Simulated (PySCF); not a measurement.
dichlorosilane (H2Cl2Si), SMILES Cl[SiH2]Cl.

The structure is a stationary point at B3LYP-D3(BJ)/def2-TZVP.

Computed with PBE0/def2-TZVPD (PySCF).

Symmetry labels are those of the subgroup C2v that the program uses (full group C2v).

Computed valence orbital energies around the gap with their symmetry:
```
orbital  symmetry  energy (eV)
-------  --------  -----------
HOMO−7         A1       -15.53
HOMO−6         B1       -11.78
HOMO−5         A1       -11.65
HOMO−4         B2       -11.62
HOMO−3         A1        -9.86
HOMO−2         A2        -9.76
HOMO−1         B1        -9.47
HOMO           B2        -9.15
LUMO           A1        -0.34
LUMO+1         B1        -0.21
LUMO+2         A1         0.17
LUMO+3         A1         0.87
```
